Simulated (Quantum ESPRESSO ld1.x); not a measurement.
Question: All-electron atom: neutral iron in [Ar] 3d6 4p2 (not the ground configuration). Calculated with ld1.x of Quantum ESPRESSO 7.5: Dirac Kohn-Sham, PW91, spin-unpolarised, spherical densities, point nucleus; open shells are shared between the two j in proportion to 2j + 1. Some entries of the table are withheld. Estimate them.

orbital      occ.  eigenvalue (eV)  r(max) (bohr)
1s1/2           2              (1)          0.038
2s1/2           2         -822.757          0.222
2p1/2           2              (2)          0.179
2p3/2           4              (3)          0.180
3s1/2           2          -97.246          0.702
3p1/2           2          -64.368          0.707
3p3/2           4          -62.824          0.713
3d3/2         2.4          -10.800          0.707
3d5/2         3.6          -10.645          0.713
4p1/2    0.666667           -2.834           3.06
4p3/2     1.33333           -2.773           3.11

Answer: 
(1) 1s1/2 eigenvalue (eV): -7002.317
(2) 2p1/2 eigenvalue (eV): -710.040
(3) 2p3/2 eigenvalue (eV): -697.547
